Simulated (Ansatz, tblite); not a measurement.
Removing an electron: SnH(OMe)3 (C₃H₁₀O₃Sn). Total charge 0; singlet. Geometry: PBE-D4/def2-SVP. Ansatz, gas phase; energy differences of separate SCF runs; the oxidised species was run as a doublet alone.

```xyz
17

Sn   -1.427    0.686    0.044
H    -2.968    1.432    0.097
O    -0.397    1.245   -1.589
C     1.012    1.377   -1.499
H     1.357    2.009   -2.346
H     1.539    0.395   -1.579
H     1.351    1.865   -0.555
O    -1.591   -1.317    0.003
C    -0.621   -2.070   -0.707
H    -1.046   -3.076   -0.915
H     0.317   -2.219   -0.120
H    -0.339   -1.615   -1.685
O    -0.323    1.177    1.650
C     0.586    0.222    2.174
H     0.854    0.530    3.209
H     1.534    0.166    1.587
H     0.161   -0.807    2.228
```

In the def2 sets Sn takes a core potential; there is no spin–orbit coupling. The xTB rows come from tblite. LC-ωPBE has ω = 0.4 bohr⁻¹.

| level | −HOMO (eV) | vertical IE (eV) | −LUMO (eV) | HOMO–LUMO gap (eV) |
| --- | --- | --- | --- | --- |
| PBE0-D4/def2-TZVP | 7.82 | 9.65 | 1.25 | 6.57 |
| LC-ωPBE/def2-TZVP | 10.59 | 10.15 | -1.11 | 11.71 |

Task: Estimate the rows for GFN1-xTB, GFN2-xTB.

Result: 
| level | −HOMO (eV) | vertical IE (eV) | −LUMO (eV) | HOMO–LUMO gap (eV) |
| --- | --- | --- | --- | --- |
| GFN1-xTB | 12.34 | 14.85 | 8.32 | 4.02 |
| GFN2-xTB | 11.44 | 13.83 | 7.97 | 3.47 |

Run but left out: PBE-D4/def2-TZVP (charge +1 doublet: an occupied level 0.02 eV above an empty one).  Raw xTB energy differences between charge states are shifted by several eV; the methods need an empirical correction for them.
